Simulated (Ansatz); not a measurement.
`COB(N)O` + `N=C(N)[SiH3]` → `COBO` + `N=C(N)[SiH2]N`  (redistribution)

Computed with Ansatz on PBE0-D4/def2-TZVP structures; ΔE is electronic, products minus reactants. CBS: MP2 limit from def2 TZ/QZ plus the TZ coupled-cluster correction, frozen cores. Functionals use def2-TZVPP. B3LYP here is the variant with VWN-RPA as its local correlation; programs differ in this. Each species was taken in one conformer, which may not be the lowest.

`COB(N)O`:

Cartesian coordinates in Å:
```
C 0.392 -1.464 -0.459
O -0.675 -0.724 0.074
B -0.545 0.622 0.326
N 0.636 1.349 0.077
O -1.629 1.282 0.848
H 1.265 -1.449 0.205
H 0.066 -2.498 -0.572
H 0.691 -1.087 -1.444
H 1.475 0.953 -0.302
H 0.691 2.331 0.275
H -2.369 0.685 0.973
```

`N=C(N)[SiH3]`:

Z-matrix (Å, degrees):
```
Si
C 1 1.898
H 1 1.480 2 109.4
H 1 1.483 2 109.4 3 121.3
H 1 1.492 2 109.5 3 -119.9
N 2 1.368 1 118.5 3 133.2
N 2 1.276 1 114.4 3 -50.1
H 6 1.004 2 119.7 1 -17.6
H 6 1.008 2 119.4 1 -172.7
H 7 1.024 2 112.6 1 -178.3
```

`COBO`:

```xyz
9

C    -0.905   -0.732    0.696
O     0.293   -0.028    0.452
B     0.540    0.566   -0.741
O     1.707    1.230   -0.929
H    -1.569   -0.709   -0.173
H    -1.418   -0.284    1.549
H    -0.669   -1.772    0.936
H    -0.248    0.523   -1.644
H     2.268    1.206   -0.147
```

`N=C(N)[SiH2]N`:

```xyz
12

N     0.873    0.217    1.623
C     0.168    0.699    0.672
N    -0.084    2.038    0.620
Si   -0.538   -0.395   -0.711
N     0.385   -1.837   -0.743
H     0.988   -0.786    1.495
H    -0.754    2.411   -0.026
H     0.161    2.596    1.422
H    -0.542    0.403   -1.974
H    -1.939   -0.786   -0.410
H     1.344   -1.840   -1.049
H    -0.063   -2.720   -0.919
```

```
             level  ΔE (kcal/mol)
            PBE-D4            6.7
             B3LYP            6.8
     HF/def2-TZVPP            8.1
SCS-MP2/def2-TZVPP            6.5
```

**Question.** What does CCSD(T)/CBS give? (An estimate is asked.)

**Answer.** The calculation gave: +6.4 kcal/mol. The listed levels differ from it by 0.3, 0.4, 1.7, 0.1 kcal/mol.

Largest T1 diagnostic among the species: 0.014.

In def2-TZVPP, CCSD(T) changes the Hartree–Fock value by −1.0 kcal/mol (the triples alone add −0.3 kcal/mol) and MP2 by −1.8 kcal/mol.
